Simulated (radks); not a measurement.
The potassium ion K2+ inside a hard spherical wall (all orbitals vanish at R), configuration held at [Ne] 3s2 3p5 and not refilled when levels cross. Calculated with a radial shooting solver on a logarithmic mesh with Libxc functionals: scalar-relativistic Kohn-Sham, r2SCAN, spin-polarised, spherical densities, finite nucleus; open shells are filled with parallel spins first; meta-GGA in the generalised Kohn-Sham scheme; Fermi nuclear charge, rms radius 3.4349 fm. Eigenvalues in eV for spin up, with the zero of energy where the potential of the charges vanishes at infinity; a dash marks a level that is unbound or too diffuse for the functional's potential to be trusted. A positive occupied level is held by the wall or, in an anion where self-interaction has pushed it up, behind a barrier. The pressure on the wall is -dE/dV.

R (bohr)  E (hartree)  kinetic (hartree)    e(2s)    e(2p)    e(3s)    e(3p)  e(3d, empty)  e(4s, empty)  pressure (GPa)
free       -600.94256            604.616  -382.93  -307.52  -58.465  -40.490       -15.033             -               0
20         -600.94256            604.616  -382.93  -307.52  -58.465  -40.490       -15.033             -        < 0.0001
15         -600.94256            604.616  -382.93  -307.52  -58.465  -40.490       -15.033             -        < 0.0001
12         -600.94256            604.616  -382.93  -307.52  -58.465  -40.490       -15.033             -        < 0.0001
10         -600.94256            604.616  -382.93  -307.52  -58.465  -40.490       -15.033             -        < 0.0001
8          -600.94256            604.616  -382.93  -307.52  -58.465  -40.490       -15.031       -12.268        < 0.0001
4          -600.93053            604.742  -382.52  -307.10  -58.189  -40.185       -14.099        -4.469            5.08
3.5        -600.89247            605.060  -381.60  -306.17  -57.587  -39.497       -12.825         2.374            27.1
3          -600.73942            606.102  -378.94  -303.47  -55.813  -37.432        -9.715        16.527             147
2.5        -600.13488            609.356  -371.91  -296.32  -50.689  -31.471        -2.066        47.882             837
